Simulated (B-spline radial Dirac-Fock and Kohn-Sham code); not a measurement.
## What relativity does to the binding energies of Ir⁴³⁺

System: iridium as Ir⁴³⁺, configuration 1s2 2s2 2p6 3s2 3p6 3d10 4s2 4p4.

Both columns are ΔSCF binding energies of the configuration average from a radial finite-basis atomic code: non-relativistic Hartree-Fock with a point nucleus, and Dirac-Fock with a finite nucleus and the Coulomb interaction alone, averaged over the two j levels with weights 2j+1.

```csv
shell,Hartree-Fock (eV),Dirac-Fock (eV),shift (eV),shift (%)
1s,71861.2,78639.9,+6778.72,+9.43
2s,13768.7,15592.8,+1824.09,+13.25
3s,4737.0,5214.9,+477.93,+10.09
3d,4115.9,4108.3,-7.67,-0.19
4s,2270.4,2434.4,+163.98,+7.22
4p,2172.6,2241.4,+68.79,+3.17
```

Relativity binds 1s, 2s, 3s, 4s, 4p more strongly, among those listed most of all 2s in relative terms, and 3d more weakly, because the contracted s and p shells screen the nucleus better.

Values without a named source are computed, but for edge energies of neutral atoms, which are taken from tables.
